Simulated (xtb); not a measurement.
Si(H)(Me)3 (C₃H₁₀Si), SMILES C[SiH](C)C. All values are semi-empirical tight-binding results from xtb (GFN2-xTB unless named), good for trends rather than for accurate numbers. The structure is a stationary point at GFN2-xTB. The isomer is the one that the SMILES or the coordinates give; other isomers of the formula were not compared.

| Item | Result |
|---|---|
| point group as xtb finds it | C3v |
| orbital gap | 6.87 eV |
| dipole moment | 0.38 D |
| zero-point energy | 74.1 kcal/mol |
| G − E(el) at 298.15 K (modified RRHO) | 55.3 kcal/mol |
| static polarisability (D4 model) | 67.2 bohr³ |
| solvation energy, GFN2-xTB/ALPB(water) | -0.2 kcal/mol |
| solvation energy, GFN2-xTB/ALPB(acetonitrile) | -2.9 kcal/mol |
